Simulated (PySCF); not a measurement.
F2OTa (SMILES [O]=[Ta+]([F])[F]), charge +1, singlet, geometry from GFN2-xTB (such geometries of metal compounds can be far from the true shape) (the multiplicity is a formal guess) (core potentials on Ta).

PySCF was given this input:
```python
from pyscf import gto, scf, dft

mol = gto.Mole()
mol.atom = '''
    Ta    0.11123795    0.17488120    0.06889468
    O     1.32045398   -0.96533351   -0.49187575
    F    -0.96211147   -0.84678775    1.25488391
    F    -1.11388880    0.28638115   -1.37647346
'''
mol.basis = 'def2-svp'
mol.ecp = {'Ta': 'def2-svp'}
mol.charge = 1
mol.verbose = 4
mol.build()

mf = dft.RKS(mol)
mf.xc = 'r2scan'
mf.kernel()
mf.analyze()
```

**Question.** What does this run give for the total energy, number of basis functions, HOMO-LUMO gap, nuclear repulsion energy, HOMO energy?

**Answer.** 
The total energy is -331.4561 Eh and the number of basis functions comes out as 74. The HOMO-LUMO gap is 4.13 eV. The nuclear repulsion energy is 138.0454 Eh and the HOMO energy is -15.34 eV.
